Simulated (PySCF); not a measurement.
Cu(SH)2 holds Cu(II), d9, at total charge 0. The structure is a model geometry with rigid ligands and bond lengths from ionic radii, not a minimum; coordination linear, point group C2h, metal–donor distances 2.23 Å.

The d shell alone is too small an active space for Cu(SH)2 (Cu(II) with such soft donors has much ligand-hole, Cu(I)-like character): its levels, fitted parameters, g values and moments show what this model gives and aren't sound predictions.

```
5

Cu    0.0000    0.0000    0.0000
S     0.0000    0.0000    2.2300
H     1.3200    0.0000    2.4800
S     0.0000    0.0000   -2.2300
H    -1.3200    0.0000   -2.4800
```

Method (PySCF 2.14, density fitting): CASSCF(9,5) with orbitals averaged over all microstates of the shell, strongly contracted NEVPT2 on the averaged canonical orbitals; basis x2c-TZVPall on the metal, x2c-SVPall elsewhere; spin-free X2C; gas phase; spin-orbit coupling by state interaction with the mean-field operator over all roots.

(1) Which term lies lowest, and with what spin?

(2) List the excited states of the same spin.

(3) What ligand-field parameters describe the result?

(4) What magnetic behaviour follows?

2Bg (55 cm⁻¹) lies within 300 cm⁻¹ of 2Ag at NEVPT2 level, inside the method's error: their order is undecided, and g values and low-temperature moments can hang on it. NEVPT2 lifts 2Ag from 2555 to 4307 cm⁻¹; on the d shell alone such lifts tend to overshoot.

The job took 3.3 s on one thread of Arm Neoverse V1 (shared host), with 94 basis functions, launched as `OMP_NUM_THREADS=1 python lf_run.py task.json out`.

## Answers

(1) 2Ag (S = 1/2, orbital degeneracy 1), orbital occupations from the lowest 2.0 2.0 2.0 2.0 1.0, by NEVPT2, but only 55 cm⁻¹ below 2Bg, which doesn't decide their order.

(2) By NEVPT2: 2Bg at 55 cm⁻¹; 2Ag at 4307 cm⁻¹; 2Bg at 5708 cm⁻¹; 2Ag at 5757 cm⁻¹. All are electric-dipole forbidden at this geometry.

(3) At NEVPT2 level: orbital energies 0, 49, 1450, 5702, 5757 cm⁻¹; ζ = 798 cm⁻¹ (free ion 818).

(4) Degenerate or low-lying orbital states mix with the ground state, so no spin-only Hamiltonian applies. The lowest spin-orbit level is 2-fold, effective g = 0.15, 0.15, 5.47; the next lies at 1262.1 cm⁻¹. μeff is 2.93 μB at 300 K and 2.75 μB at 10 K; the spin-only value is 1.73 μB.
